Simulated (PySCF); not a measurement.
C₂H₈BeN₂, SMILES C[N](C)[Be][NH2]. Heavy atoms are numbered as in [Be:1]([NH2:2])[N:5]([CH3:6])[CH3:7]. Hydrogens are named by the atom that carries them.

Geometry optimised at PBE0-D3(BJ)/def2-SVP. Other conformers were not sampled.

These are KT2/pcSseg-1 (PySCF) values and carry that method's errors.

GIAO shieldings, no solvent; atoms alike by connectivity are averaged. δ = σ(ref) − σ: ¹⁵N against NH3 (σ = 266.2 ppm); ¹H against TMS (σ = 31.47 ppm); ¹³C against TMS (σ = 185.1 ppm), references at their B3LYP-D3(BJ)/def2-TZVP geometries, non-relativistic.

```json
[
 {"nucleus": "¹⁵N", "atoms": "N5", "count": "1", "δ (ppm)": "59.7"},
 {"nucleus": "¹⁵N", "atoms": "N2 (NH2)", "count": "1", "δ (ppm)": "19.0"},
 {"nucleus": "¹H", "atoms": "H on C6", "count": "6", "δ (ppm)": "3.01"},
 {"nucleus": "¹H", "atoms": "H on N2", "count": "2", "δ (ppm)": "0.85"},
 {"nucleus": "¹³C", "atoms": "C6 (CH3)", "count": "2", "δ (ppm)": "45.1"}
]
```
